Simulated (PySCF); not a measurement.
Species: C₇H₈.
Numbering: `[CH:1]#[C:2][C:3]([CH3:4])=[C:5]=[CH:6][CH3:7]` (hydrogens: H8 on C1; H9, H10, H11 on C4; H12 on C6; H13, H14, H15 on C7)

Structure optimised with GFN2-xTB, isolated species.

(1) What internal coordinates does the optimisation give?

Results:

(1) 
```csv
bond,length (Å),order
C1≡C2,1.200,triple
C2–C3,1.419,single
C3–C4,1.507,single
C3=C5,1.309,double
C5=C6,1.295,double
C6–C7,1.500,single
C1–H8,1.049,single
"C4–H9, C4–H10, C4–H11",1.089,single
C6–H12,1.085,single
"C7–H13, C7–H14, C7–H15",1.089,single
```

Bonds in one row agree within 0.01 Å and their mean is given. Orders are formal, as drawn. A selection of angles:
```csv
angle,degrees
C2–C1–H8,179.3
C1–C2–C3,178.4
C2–C3–C4,116.4
C2–C3–C5,120.5
C4–C3–C5,123.2
C3–C4–H9,110.0
H9–C4–H10,109.2
H9–C4–H11,108.1
C3–C5–C6,179.0
C5–C6–C7,124.5
C5–C6–H12,120.0
C7–C6–H12,115.5
C6–C7–H13,110.0
C6–C7–H14,111.0
H13–C7–H14,108.9
H13–C7–H15,108.0
```

The C–C distances run from 1.200 Å (C1≡C2, drawn triple) to 1.507 Å (C3–C4, drawn single), a spread of 0.307 Å.

Point group: C1 (no symmetry element, even within 0.4 Å). GFN2-xTB frequencies: not computed here.
